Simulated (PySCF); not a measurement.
CH4ClFOSi, SMILES OC[Si@@H](F)Cl.

Geometry: PBE0-D3(BJ)/def2-SVP. The structure was generated by enumeration; whether it is a known compound was not checked. The values are those of a single conformer.

The numbers are results of PySCF with PBE0-D3(BJ)/def2-SVP, not measurements.

Frequencies are harmonic and unscaled.

Computed vibrational spectrum:
```
mode  ν (cm⁻¹)  IR (km/mol)    moving atoms (share of kinetic energy)
----  --------  -----------  ----------------------------------------
1           72          3.1                   O 40 %, H 20 %, Cl 20 %
2          126         12.3   O 30 %, F 19 %, H 16 %, C 15 %, Cl 13 %
3          213          3.6  H 31 %, Si 25 %, C 17 %, F 16 %, Cl 11 %
4          240         29.1          F 46 %, Cl 22 %, H 13 %, Si 12 %
5          306        103.9                     H 54 %, O 24 %, C 9 %
6          340         46.2    H 32 %, F 22 %, Si 17 %, O 16 %, C 9 %
7          551         60.8            Cl 42 %, Si 39 %, H 9 %, C 9 %
8          691         11.2                            H 73 %, C 19 %
9          742         68.3                   C 37 %, Si 35 %, H 24 %
10         825         15.7                            H 81 %, F 15 %
11         878        171.8                   H 74 %, C 13 %, Si 12 %
12         920        201.7                   Si 45 %, F 43 %, H 12 %
13        1103         90.3                    O 45 %, C 36 %, H 18 %
14        1150         26.7                             H 89 %, C 9 %
15        1298          0.7                            H 71 %, C 27 %
16        1376         27.8                      H 83 %, C 9 %, O 8 %
17        1441          6.5                                    H 94 %
18        2276        116.4                                    H 97 %
19        3013         27.4                                    H 94 %
20        3118          4.5                             H 91 %, C 9 %
21        3883         46.3                                    H 94 %
```
